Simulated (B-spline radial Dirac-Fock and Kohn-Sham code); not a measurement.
**Ionisation of each subshell: Zn²⁵⁺**

System: zinc as Zn²⁵⁺, configuration 1s2 2s2 2p1; nuclear rms radius 3.9283 fm (A = 64).

Method: Dirac-Fock ΔSCF + Breit + QED. Computed with a radial B-spline solver. The model has no electron correlation. Energies are counted from the vacuum level.

All terms are in eV, carry their sign (relaxation lowers the binding energy) and add up to the binding energy; ⟨r⟩ is the mean radius of the orbital in the initial state.

```csv
subshell,−ε (Koopmans),relaxation,Breit,self-energy,vacuum polarisation,binding energy,⟨r⟩ (bohr)
1s,11388.1,-7.15,-10.77,-6.52,0.61,11364.3,0.050
2s,2551.4,-0.59,-1.02,-0.80,0.07,2549.0,0.209
2p,2477.3,-0.70,-1.12,0.04,0.00,2475.5,0.180
```

For the deepest level, K (1s), the Breit terms make up -0.095 % of the binding energy, QED -0.052 % and orbital relaxation -0.063 %.

Going to the tabulated ground configuration of the next ion removes an electron from L2,3 (2p), computed at 2475.5 eV. NIST lists 2491.5 ± 1.1 eV as the ionisation energy of this species (semi-empirical), +15.98 eV from the computed value. Where a p, d or f shell is open in either ion the computed value averages over both j values and all terms, while the table refers to the lowest levels; that difference holds spin-orbit splitting (largest in heavy or highly charged ions), term energies where several electrons share open shells, and correlation, and it can reach 10 % or more.
